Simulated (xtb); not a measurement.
C₂H₅O (SMILES CC[O-]), charge -1, singlet, at a GFN2-xTB geometry, atoms displaced at random by about 0.05 Å a coordinate; GFN2-xTB (xtb).

xtb was given this input:
```
$ xtb mol.xyz --gfn 2 --chrg -1 --opt --input xcontrol --json

# file mol.xyz
8

C      1.10195877    -0.42859426     0.04031185
C     -0.19309242     0.58301715     0.05822458
O     -1.31376321     0.00603129     0.02919666
H      0.01854956     1.23861272     0.97988919
H      0.08632185     1.29678868    -1.01608643
H      2.00242154     0.24087596    -0.02999068
H      1.21305582    -1.09213797     0.88365732
H      1.15795153    -1.10898814    -0.91960648

# file xcontrol
$opt
  engine=lbfgs
$end
```

The log (banner, timings and long lists left out):

```
   ID    Z sym.   atoms
    1    6 C      1, 2
    2    8 O      3
    3    1 H      4-8

           -------------------------------------------------
          |                Calculation Setup                |
           -------------------------------------------------

           -------------------------------------------------
          |                 G F N 2 - x T B                 |
           -------------------------------------------------

          ...................................................
          :                      SETUP                      :
          :.................................................:
          :  # basis functions                  17          :
          :  # atomic orbitals                  17          :
          :  # shells                           11          :
          :  # electrons                        20          :
          :  max. iterations                   250          :
          :  Hamiltonian                  GFN2-xTB          :
          :  restarted?                      false          :
          :  GBSA solvation                  false          :
          :  PC potential                    false          :
          :  electronic temp.          300.0000000     K    :
          :  accuracy                    1.0000000          :
          :  -> integral cutoff          0.2500000E+02      :
          :  -> integral neglect         0.1000000E-07      :
          :  -> SCF convergence          0.1000000E-05 Eh   :
          :  -> wf. convergence          0.1000000E-03 e    :
          :  Broyden damping             0.4000000          :
          :  net charge                         -1          :
          :  unpaired electrons                  0          :
          ...................................................

 iter      E             dE          RMSdq      gap      omega  full diag
   1    -11.0084290 -0.110084E+02  0.504E+00    8.74       0.0  T
   2    -11.1074250 -0.989961E-01  0.195E+00    7.60       1.0  T
   3    -11.1087377 -0.131266E-02  0.114E+00    7.72       1.0  T
   4    -11.1089740 -0.236315E-03  0.252E-01    7.65       1.0  T
   5    -11.1091412 -0.167177E-03  0.131E-01    7.72       1.0  T
   6    -11.1091491 -0.791555E-05  0.231E-02    7.76       1.5  T
   7    -11.1091501 -0.993897E-06  0.136E-02    7.73       2.6  T
   8    -11.1091507 -0.620635E-06  0.613E-03    7.74       5.8  T
   9    -11.1091508 -0.462867E-07  0.740E-04    7.74      47.8  T
  10    -11.1091508  0.335218E-09  0.472E-04    7.74      74.9  T

   *** convergence criteria satisfied after 10 iterations ***

         :::::::::::::::::::::::::::::::::::::::::::::::::::::
         ::                     SUMMARY                     ::
         :::::::::::::::::::::::::::::::::::::::::::::::::::::
         :: total energy             -11.025370902374 Eh    ::
         :: gradient norm              0.079792519793 Eh/a0 ::
         :: HOMO-LUMO gap              7.742940264225 eV    ::
         ::.................................................::
         :: SCC energy               -11.109150388167 Eh    ::
         :: -> isotropic ES            0.180577931984 Eh    ::
         :: -> anisotropic ES          0.009896962530 Eh    ::
         :: -> anisotropic XC         -0.000139526678 Eh    ::
         :: -> dispersion             -0.003865658052 Eh    ::
         :: repulsion energy           0.083779485793 Eh    ::
         :: add. restraining           0.000000000000 Eh    ::
         :: total charge              -1.000000000000 e     ::
         :::::::::::::::::::::::::::::::::::::::::::::::::::::

      -----------------------------------------------------------
     |                       L-ANC optimizer                     |
      -----------------------------------------------------------
          low memory version by Sebastian Ehlert

          ...................................................
          :                      SETUP                      :
          :.................................................:
          :   energy convergence        0.5000000E-05 Eh    :
          :   grad. convergence         0.1000000E-02 Eh/a0 :
          :   optimization log               true           :
          :   writing optlog all                1     steps :
          :   Hessian reset                    20     steps :
          :   maximium step len.        1.0000000     a0    :
          :   LBFGS images                     20           :
          ...................................................
 * calculating model hessian...
Using Lindh-Hessian (1995)
 Shifting diagonal of input Hessian by    1.0000000000000000E-002
 Lowest  eigenvalues of input Hessian
    0.000000    0.000000    0.000000    0.000000    0.000000    0.000000
    0.017942    0.021747    0.031597    0.039259    0.048732    0.059585
    0.078523    0.091312    0.109166    0.122107    0.169623    0.300776
 Highest eigenvalues
    0.441640    0.739974    0.884690    0.889977    1.080311    1.819658

........................................................................
.............................. CYCLE    1 ..............................
........................................................................

 iter      E             dE          RMSdq      gap      omega  full diag
   1    -11.1262277 -0.111262E+02  0.815E-01    8.84       0.0  T
   2    -11.1264561 -0.228358E-03  0.481E-01    8.76       1.0  T
   3    -11.1264580 -0.197494E-05  0.989E-02    8.68       1.0  T
   4    -11.1264790 -0.209739E-04  0.318E-02    8.70       1.1  T
   5    -11.1264813 -0.226557E-05  0.692E-03    8.71       5.1  T
   6    -11.1264813 -0.688091E-08  0.968E-04    8.71      36.5  T
   7    -11.1264813 -0.156977E-09  0.411E-04    8.71      86.1  T
 * total energy  :   -11.0349914 Eh     change       -0.9620529E-02 Eh
   gradient norm :     0.0437715 Eh/a0  converged?    E=F G=F D=F
   step length   :     0.3574910 a0

[...]
 * total energy  :   -11.0371705 Eh     change       -0.2179102E-02 Eh
 * total energy  :   -11.0382849 Eh     change       -0.1114341E-02 Eh
 * total energy  :   -11.0391277 Eh     change       -0.8428711E-03 Eh
 * total energy  :   -11.0393185 Eh     change       -0.1907582E-03 Eh
 * total energy  :   -11.0393430 Eh     change       -0.2451612E-04 Eh
 * total energy  :   -11.0393511 Eh     change       -0.8127828E-05 Eh
 * total energy  :   -11.0393515 Eh     change       -0.3648524E-06 Eh
   *** GEOMETRY OPTIMIZATION CONVERGED AFTER 8 CYCLES ***
[...]
          :  -> SCF convergence          0.1000000E-05 Eh   :
          :  -> wf. convergence          0.1000000E-03 e    :
          :  Broyden damping             0.4000000          :
          :  net charge                         -1          :
          :  unpaired electrons                  0          :
          ...................................................

 iter      E             dE          RMSdq      gap      omega  full diag
   1    -11.1371508 -0.111372E+02  0.651E-05   10.53       0.0  T
   2    -11.1371508 -0.991207E-12  0.393E-05   10.53     898.7  T
   3    -11.1371508 -0.275335E-12  0.740E-06   10.53    4776.2  T

   *** convergence criteria satisfied after 3 iterations ***

         :::::::::::::::::::::::::::::::::::::::::::::::::::::
         ::                     SUMMARY                     ::
         :::::::::::::::::::::::::::::::::::::::::::::::::::::
         :: total energy             -11.039351512337 Eh    ::
         :: gradient norm              0.000199765052 Eh/a0 ::
         :: HOMO-LUMO gap             10.529277128436 eV    ::
         ::.................................................::
         :: SCC energy               -11.137150550143 Eh    ::
         :: -> isotropic ES            0.197638477083 Eh    ::
         :: -> anisotropic ES          0.007456269898 Eh    ::
         :: -> anisotropic XC         -0.001698892796 Eh    ::
         :: -> dispersion             -0.003603224560 Eh    ::
         :: repulsion energy           0.097799037806 Eh    ::
         :: add. restraining           0.000000000000 Eh    ::
         :: total charge              -1.000000000000 e     ::
         :::::::::::::::::::::::::::::::::::::::::::::::::::::

           -------------------------------------------------
          |                Property Printout                |
           -------------------------------------------------

    * Orbital Energies and Occupations

         #    Occupation            Energy/Eh            Energy/eV
      -------------------------------------------------------------
         1        2.0000           -0.4046884             -11.0121
         2        2.0000           -0.3814131             -10.3788
         3        2.0000           -0.3375949              -9.1864
         4        2.0000           -0.3018308              -8.2132
         5        2.0000           -0.2957479              -8.0477
         6        2.0000           -0.2561926              -6.9714
         7        2.0000           -0.2457508              -6.6872
         8        2.0000           -0.2136968              -5.8150
         9        2.0000           -0.0909475              -2.4748
        10        2.0000           -0.0876583              -2.3853 (HOMO)
        11                          0.2992855               8.1440 (LUMO)
        12                          0.3060411               8.3278
        13                          0.3192300               8.6867
        14                          0.3539448               9.6313
        15                          0.3905114              10.6264
        16                          0.4203857              11.4393
        17                          0.6250007              17.0071
      -------------------------------------------------------------
                  HL-Gap            0.3869438 Eh           10.5293 eV
             Fermi-level            0.1058136 Eh            2.8793 eV

     #   Z          covCN         q      C6AA      α(0)
     1   6 C        3.742    -0.093    22.348     6.744
     2   6 C        3.639     0.204    17.711     6.053
     3   8 O        0.855    -0.765    30.551     7.411
     4   1 H        0.908    -0.142     7.281     4.221
     5   1 H        0.908    -0.141     7.274     4.219
     6   1 H        0.924    -0.040     3.849     3.068
     7   1 H        0.925    -0.011     3.263     2.825
     8   1 H        0.925    -0.012     3.267     2.826

 Mol. C6AA /au·bohr⁶  :        643.061919
 Mol. C8AA /au·bohr⁸  :      12261.069504
 Mol. α(0) /au        :         37.367917

Wiberg/Mayer (AO) data.
largest (>0.10) Wiberg bond orders for each atom

 ---------------------------------------------------------------------------
     #   Z sym  total        # sym  WBO       # sym  WBO       # sym  WBO
 ---------------------------------------------------------------------------
     1   6 C    3.975 --     7 H    0.992     8 H    0.992     6 H    0.990
                             2 C    0.926
     2   6 C    3.974 --     3 O    1.236     1 C    0.926     5 H    0.906
                             4 H    0.906
     3   8 O    1.444 --     2 C    1.236
     4   1 H    0.980 --     2 C    0.906
     5   1 H    0.980 --     2 C    0.906
     6   1 H    0.998 --     1 C    0.990
     7   1 H    1.000 --     1 C    0.992
     8   1 H    1.000 --     1 C    0.992
 ---------------------------------------------------------------------------

Topologies differ in total number of bonds
Writing topology from bond orders to xtbtopo.mol

molecular dipole:
                 x           y           z       tot (Debye)
 q only:        1.386      -0.292      -0.029
   full:        1.833      -0.160      -0.034       4.678
molecular quadrupole (traceless):
                xx          xy          yy          xz          yz          zz
 q only:       -4.443      -0.133       1.756       0.103      -0.008       2.687
  q+dip:       -6.047      -0.516       2.456       0.137      -0.001       3.591
   full:       -5.722      -0.428       2.399       0.132      -0.001       3.323

optimized geometry written to: xtbopt.xyz

           -------------------------------------------------
          | TOTAL ENERGY              -11.039351512337 Eh   |
          | GRADIENT NORM               0.000199765052 Eh/α |
          | HOMO-LUMO GAP              10.529277128436 eV   |
           -------------------------------------------------

normal termination of xtb
```
